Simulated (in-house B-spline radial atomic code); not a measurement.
The numbers below are computed, except where a source is named.
# Ghost states of the separable form: Cu

Cu, [Ar] 3d10 4s1, non-relativistic LDA (VWN5), spherical and spin-unpolarised, from an all-electron radial atomic-structure program (B-spline basis) (atomic units; all potentials screened as in the neutral atom).

Troullier-Martins channels: 4s (ε = -0.1721, r_c = 2.724 bohr), 3d (ε = -0.2023, r_c = 2.067 bohr). In the Kleinman-Bylander form one channel serves as the local potential, and each other channel l becomes |δV u><u δV|/<u|δV|u>, with δV = V_l − V_local and u the pseudo-orbital. Its strength is E_KB = <u|δV²|u>/<u|δV|u>. By the analysis of Gonze, Stumpf and Scheffler a spurious state lies below the reference level ε if E_KB > 0 and ε is above the second level of the local potential alone, or if E_KB < 0 and ε is above its first. The table's levels are those of angular momentum l in a sphere of 9 bohr, whose wall can lift a shallow ε a little above its free-atom value.

```tsv
local	channel	<u δV u>	<u δV² u>	ε	first local level	second local level
s	d	-5.362	48.333	-0.2023	0.1161	0.3615
d	s	0.22798	2.0466	-0.1715	-8.1453	-0.5963
```

Problem. Apply the rule to each row.

Solution. Local s, channel d: E_KB = -9.01, so ε = -0.2023 is set against 0.1161: no ghost. Local d, channel s: E_KB = +8.98, so ε = -0.1715 is set against -0.5963: a ghost.

Diagonalising the separable Hamiltonian gives:

| local | channel | three lowest levels | all-electron, two lowest valence levels |
| --- | --- | --- | --- |
| s | d | -0.2023, 0.1267, 0.3978 | -0.2023, 0.1259 |
| d | s | -2.4733, -0.1715, 0.0969 | -0.1715, 0.0970 |

Problem. Which choices of local channel are safe?

Solution. Free of ghosts: s. With d local the s channel has a ghost 2.30 hartree below ε, since the local potential binds more than one state below ε, and a repulsive term of rank one raises each level at most to the next, so it clears only one of them. Among the safe choices the second level, which tests transfer, is off by at most 0.9 millihartree (s local).
